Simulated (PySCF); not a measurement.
Cl2H2O2Si. Atoms are numbered in the order given.

```xyz
7

O      0.0787     1.3749    -1.2299
Si     0.0000     0.0000    -0.3392
O     -0.0787    -1.3749    -1.2299
Cl     1.6823     0.0112     0.8179
Cl    -1.6823    -0.0112     0.8179
H     -0.7244     1.6381    -1.6911
H      0.7244    -1.6381    -1.6911
```

The structure is a stationary point at PBE0-D3(BJ)/def2-SVP. One conformer was computed; it need not be the lowest.

Computed with PySCF with PBE/def2-TZVP.

Symmetry labels are those of the subgroup C2 that the program uses (full group C2).

Computed valence orbital energies around the gap with their symmetry:
```tsv
orbital	symmetry	energy (eV)
HOMO−7	A	-10.01
HOMO−6	B	-9.21
HOMO−5	A	-8.79
HOMO−4	B	-8.60
HOMO−3	A	-8.59
HOMO−2	A	-7.98
HOMO−1	B	-7.89
HOMO	B	-7.70
LUMO	A	-0.81
LUMO+1	A	0.15
LUMO+2	B	0.15
LUMO+3	B	1.06
```
